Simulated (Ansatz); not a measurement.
Molecule: HgI (charge 0, doublet). The spin state was set by rule; other spins were not relaxed. SMILES of the parent species: [I][Hg]
Structure (B3LYP-D3(BJ)/def2-TZVP (Ansatz, a first-principles code) minimum search):
```
Hg
I 1 2.8364
```
Charge 0, spin multiplicity 2.

Computed values are from Ansatz. Cores are frozen in the correlated levels unless marked. Open shells are spin-unrestricted. Spin-orbit coupling is left out. The frozen core is the preceding noble-gas configuration, with the filled d and f shells of earlier blocks. Past Kr the def2 sets carry scalar-relativistic core potentials. Basis-set limits of correlation are two-point, X^-3; Hartree-Fock from the larger set.

```json
{
 "atomisation energy De": "53.6 kJ/mol at CCSD(T)/CBS(def2-TZVPPD,def2-QZVPPD)",
 "total_energy": "-449.8545 Eh at CCSD(T)/CBS(def2-TZVPPD,def2-QZVPPD)",
 "dipole_moment": "2.30 D at CCSD(T)/def2-SVPD",
 "T1 diagnostic": "0.026 at CCSD/def2-QZVPPD"
}
```
